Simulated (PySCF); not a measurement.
Species: C5H6Se.
Structure used (PBE0-D3(BJ)/def2-SVP), in Å, numbered top down from 1:
```xyz
12
C5H6Se angstrom
C      2.5448   -0.6453    0.0135
C      1.5355    0.0185    0.1165
C      0.3357    0.8177    0.2062
C     -0.7867    0.4441   -0.7894
C     -1.6172   -0.4865    0.0948
Se    -0.8462    0.2916    1.7387
H      3.4358   -1.2403   -0.0610
H      0.5873    1.8878    0.2306
H     -0.4228    0.0018   -1.7302
H     -1.3613    1.3502   -1.0303
H     -1.3286   -1.5436    0.0136
H     -2.7078   -0.3904    0.0142
```

Theory: TDDFT B3LYP/def2-SVPD, vertical, gas phase, core orbitals frozen in the response in PySCF 2.14.0, density-fitted response routines. The B3LYP/def2-SVPD calculation is non-relativistic and has no spin–orbit coupling, an omission that weighs most on selenium.

Ground-to-excited transition dipoles (e·a0, same axes as the geometry; the sign carries no meaning), for the states with f of 0.002 or more among the lowest 6:

```json
{"state": "S2", "E (hartree)": "0.1816", "μx": "0.237", "μy": "-0.244", "μz": "-0.031"}
{"state": "S3", "E (hartree)": "0.1953", "μx": "-0.527", "μy": "-0.015", "μz": "0.145"}
{"state": "S4", "E (hartree)": "0.1969", "μx": "0.189", "μy": "-0.310", "μz": "-0.083"}
{"state": "S5", "E (hartree)": "0.1989", "μx": "0.633", "μy": "-0.078", "μz": "-0.286"}
{"state": "S6", "E (hartree)": "0.2165", "μx": "-0.101", "μy": "0.133", "μz": "-0.290"}
```

Question: What oscillator strength does each state have?

Answer: f = (2/3) ΔE |μ|² with ΔE in hartree (27.2114 eV).

```json
{"state": "S2", "|μ|² (au)": "0.117", "|μ| (D)": "0.87", "f": "0.014"}
{"state": "S3", "|μ|² (au)": "0.300", "|μ| (D)": "1.39", "f": "0.039"}
{"state": "S4", "|μ|² (au)": "0.139", "|μ| (D)": "0.95", "f": "0.018"}
{"state": "S5", "|μ|² (au)": "0.489", "|μ| (D)": "1.78", "f": "0.065"}
{"state": "S6", "|μ|² (au)": "0.112", "|μ| (D)": "0.85", "f": "0.016"}
```

Question: What angle do the transition dipoles of S3 and S6 make?

Answer: |cos θ| = |μa·μb| / (|μa| |μb|) = 0.05, so θ ≈ 87° (taken between 0 and 90°, since the signs are arbitrary).

Question: How is the summed strength of these states shared among x, y and z?

Answer: (2/3) Σ ΔE μα² gives 0.102 for x, 0.023 for y and 0.027 for z, 0.152 in all.

Question: What peak molar absorption coefficient would the strongest computed level give as a lone Gaussian band 0.5 eV wide at half height?

Answer: ε(max) = 2.175×10⁸ f / FWHM, with the width in cm⁻¹. S5: 2.175×10⁸ × 0.0648 / 4033 ≈ 3500 L mol⁻¹ cm⁻¹.

One conformer stands for the species.
